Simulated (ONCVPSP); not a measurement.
## terbium (Tb), ONCV: configuration errors across variants

ONCVPSP 4.0.1 input, shortened (lines: element, Z, core and valence counts, functional; n l f; lmax; l rc ep ncon nbas qcut; lloc lpopt rc5 dvloc0; l nproj debl; icmod fcfact rcfact), PBE, fully relativistic:

```
  Tb 65.00   12    2        4      upf
    1    0    2.00
    2    0    2.00
    2    1    6.00
    3    0    2.00
    3    1    6.00
    3    2   10.00
    4    0    2.00
    4    1    6.00
    4    2   10.00
    4    3    8.00
    5    0    2.00
    5    1    6.00
    5    2    2.00
    6    0    1.00
    2
    0    3.20    0.00    4    8    1.80
    1    3.25    0.40    4    8    2.50
    2    3.10    0.00    5    9    5.90
    4    5    2.75    0.00
    0    3    0.90
    1    3    1.00
    2    2    0.80
    3    4.00    1.35
```

Open shells are filled in proportion to 2j + 1.

In the p channel the program set the typed energies aside and used 0.050, 1.050, 2.050 Ha (j = l + 1/2; the other j can differ).

All-electron excitation energies from the reference (eV): (1) 5d1 6s2 -1.937; (2) 5d1 6s1 4.807; (3) 5d2 6s0 6.107.

2 further variants failed, have other tests or too few solved ones, and are left out.

A true bound ghost makes a file unfit for plane-wave use even where its test errors are small: the radial tests pick states by their node count and pass the ghost by.

Errors AE − PS in meV (a dash: test not solved or not reliable):

```tsv
change	(1)	(2)	(3)	bound ghosts	GHOST(+) flags above zero
base	-11	-32	-5.0	p3/2, p1/2	s, p1/2
all radii but the core radius scaled by about 0.90 (s 2.88, p 2.92, d 2.80 bohr); local potential polynomial inside 2.48 bohr (lpopt 5, dvloc0 0 Ha)	-13	-34	-5.5	s, p3/2, p1/2	s, p1/2
all radii but the core radius scaled by about 0.96 (s 3.08, p 3.12, d 2.98 bohr); local potential polynomial inside 2.64 bohr (lpopt 5, dvloc0 0 Ha)	-12	-33	-5.3	p3/2, p1/2	s, p3/2, p1/2
all radii but the core radius scaled by about 1.08 (s 3.46, p 3.52, d 3.36 bohr); local potential polynomial inside 2.98 bohr (lpopt 5, dvloc0 0 Ha)	-3.8	-28	-4.3	p3/2	s, p3/2, p1/2
all radii but the core radius scaled by about 1.14 (s 3.66, p 3.72, d 3.54 bohr); local potential polynomial inside 3.14 bohr (lpopt 5, dvloc0 0 Ha)	+2.0	-25	-4.5	none	s, p3/2, p1/2
all radii but the core radius scaled by about 1.28 (s 4.08, p 4.14, d 3.96 bohr); local potential polynomial inside 3.52 bohr (lpopt 5, dvloc0 0 Ha)	+17	-14	-7.2	none	s, p3/2, p1/2
all radii but the core radius scaled by about 1.31 (s 4.20, p 4.26, d 4.08 bohr); local potential polynomial inside 3.62 bohr (lpopt 5, dvloc0 0 Ha)	+18	-13	-9.1	none	s, p3/2
```

Q: Give the same row for: all radii but the core radius scaled by about 1.19 (s 3.82, p 3.88, d 3.70 bohr); local potential polynomial inside 3.28 bohr (lpopt 5, dvloc0 0 Ha).

A: +8.1, -21, -4.9; bound ghosts: none; GHOST(+) flags above zero: s, p3/2, p1/2.
